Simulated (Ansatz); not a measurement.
# Ligand exchange: C2H7BrSi + C5H10O → C2H8OSi + C5H9Br

Gas-phase species: C2H7BrSi `CC[SiH2]Br`, singlet; C5H10O (cyclopentanol) `OC1CCCC1`, singlet; C2H8OSi `CC[SiH2]O`, singlet; C5H9Br (bromocyclopentane) `BrC1CCCC1`, singlet. The partners trade Br for OH: Si–Br and C–OH bonds give way to Si–OH and C–Br.

Shapes, held fixed at every level: PBE0-D4/def2-TZVP. Flexible molecules stand in one conformer, not always the lowest. Programs: Ansatz 0.2.0. The zero-point and thermal change to 298 K, harmonic and unscaled (PBE0-D4/def2-TZVP), is -2.4 kJ/mol.

**Question.** Estimate ΔH(298 K) of this reaction.

**Answer.** The highest level, CCSD(T)/def2-TZVPP, gives ΔH(298 K) = -30.7 kJ/mol; the levels span -30.7 to -6.3. The column of differences is taken from that level and isn't an error. No measured value is set beside it here. Relativity is left out for Br. Outer-core shells of Br are correlated, in sets that cover them unevenly.

```csv
level,kind,ΔH(298 K) (kJ/mol),less CCSD(T)/def2-TZVPP
PBE-D4/def2-TZVPP,GGA,-18.9,+11.8
B3LYP-D4/def2-TZVPP,global hybrid,-27.5,+3.2
PBE0-D4/def2-TZVPP,global hybrid,-18.4,+12.3
B2PLYP/def2-TZVPP,double hybrid,-30.3,+0.4
MP2/def2-SVP,perturbation theory,-12.7,+18.0
CCSD(T)/def2-SVP,coupled cluster or CI,-6.3,+24.4
CCSD/def2-TZVPP,coupled cluster or CI,-30.0,+0.7
CCSD(T)/def2-TZVPP,coupled cluster or CI,-30.7,0.0
```
